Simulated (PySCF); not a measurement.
SMILES c1(sccc1)C(C)=O (C6H6OS), GFN2-xTB optimised geometry.

```
14

C     -0.75    -2.54     0.00
C     -1.36    -1.15     0.00
O     -2.56    -0.97     0.00
C     -0.41    -0.05     0.00
C      0.96    -0.05     0.00
C      1.50     1.25     0.00
C      0.54     2.22     0.00
S     -1.04     1.57     0.00
H     -0.13    -2.67     0.89
H     -0.13    -2.67    -0.88
H     -1.55    -3.28     0.01
H      1.56    -0.94     0.00
H      2.56     1.45     0.00
H      0.68     3.28     0.00
```

Density from PBE0/def2-TZVP in PySCF at that geometry.

Minimum of the electron density along straight lines between bonded atoms, close to the bond critical point (lines longer than 1.1 times the sum of covalent radii, or with two minima, are not listed):

| bond | length / Å | ρ at the minimum / e bohr⁻³ | ∇²ρ there / e bohr⁻⁵ | position (fraction from the first atom) |
|---|---|---|---|---|
| C1–C2 | 1.511 | ? | -0.68 | 0.49 |
| C2–O3 | 1.212 | 0.420 | -0.13 | 0.34 |
| C2–C4 | 1.458 | 0.287 | ? | 0.49 |
| C4–C5 | 1.374 | 0.325 | -0.95 | 0.51 |
| C5–C6 | 1.403 | 0.310 | -0.90 | 0.50 |
| C6–C7 | 1.364 | 0.331 | -0.98 | 0.48 |
| C4–S8 | 1.737 | 0.211 | -0.42 | 0.48 |
| C7–S8 | 1.709 | 0.222 | -0.48 | 0.49 |
| C1–H9 | 1.088 | 0.277 | -0.94 | 0.64 |
| C1–H10 | 1.087 | 0.277 | -0.94 | 0.64 |
| C1–H11 | 1.086 | 0.281 | -0.98 | 0.65 |
| C5–H12 | 1.075 | 0.290 | -1.05 | 0.65 |
| C6–H13 | 1.075 | 0.289 | -1.04 | 0.65 |
| C7–H14 | 1.072 | 0.292 | -1.07 | 0.65 |

Question: Fill in the missing entries.

Answer: 
- C1–C2, ρ at the minimum / e bohr⁻³: 0.259
- C2–C4, ∇²ρ there / e bohr⁻⁵: -0.82
